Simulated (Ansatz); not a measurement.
A nudged elastic band was laid between two geometries of C2H5NO2Si (11 atoms, charge 0, multiplicity 1).

Level of theory: Ansatz, RKS r2SCANh/def2-SVP.

```yaml
movable_images: 3
climbing_image: yes
spring: 5.0 eV/Å²
optimiser: quadratic models (default)
start_path: through a guess of the saddle point
force_threshold: 0.05 eV/Å
iteration_limit: 60
end_points: relaxed
```

Initial state:

```xyz
11
Properties=species:S:1:pos:R:3
C -0.343 -0.847 1.265
Si 0.381 0.061 -0.171
O 1.986 0.354 -0.015
N -0.150 -0.345 -1.806
C -0.747 0.790 -1.736
O -0.547 1.494 -0.581
H 0.121 -1.837 1.381
H -1.422 -0.991 1.113
H -0.203 -0.290 2.203
H 2.398 0.297 0.850
H -1.407 1.256 -2.483
```

Final state:

```xyz
11
Properties=species:S:1:pos:R:3
C -0.354 -0.821 1.278
Si 0.372 0.014 -0.201
O 2.009 0.084 -0.171
N -0.337 -0.278 -1.793
C -0.765 0.925 -1.659
O -0.379 1.569 -0.516
H -0.064 -0.311 2.209
H -0.025 -1.868 1.344
H -1.451 -0.811 1.214
H 2.474 -0.053 0.658
H -1.416 1.493 -2.342
```

**Question.** What changes between the two ends?

**Answer.** No bond is made or broken. The dihedral H7–C1–Si2–O6 goes from 169 to -71°. The two ends are copies of one structure, up to a mirror image or an exchange of like atoms.

**Question.** Give the energies along the band, and the barrier.

**Answer.** The run converged. The highest image is number 2 of 0 to 4, 0.042 eV above the ends, which have the same energy within 2 meV. Another band between the same ends (9 images) ends at a top of the same energy, where a vibrational analysis finds 1 clearly imaginary mode. So few images can step over the top or miss a turn of the path.

```csv
image,path coordinate (Å),energy (eV),dihedral H7–C1–Si2–O6 (°)
0,0.00,0.000,169
1,0.86,0.021,-161
2,1.71,0.042,-132
3,2.58,0.020,-101
4,3.44,0.000,-71
```

**Question.** What is the geometry of the highest image?

**Answer.** 
```xyz
11
Properties=species:S:1:pos:R:3:forces:R:3
C -0.343 -0.843 1.278 0.00 0.00 0.00
Si 0.378 0.020 -0.196 0.00 0.00 0.01
O 2.014 0.119 -0.176 -0.01 0.01 0.00
N -0.325 -0.273 -1.791 0.00 0.00 0.00
C -0.774 0.922 -1.652 0.01 0.00 -0.01
O -0.404 1.565 -0.503 0.01 0.00 0.00
H 0.418 -1.210 1.980 0.00 0.00 0.00
H -0.941 -1.702 0.945 0.00 0.00 0.00
H -1.014 -0.159 1.818 0.00 0.00 0.00
H 2.484 0.020 0.656 0.01 0.00 0.00
H -1.427 1.485 -2.338 0.00 0.00 0.00
```

Run time: 4.2 min on 2 threads of Arm Neoverse V1 (shared host), peak memory 0.3 GiB.
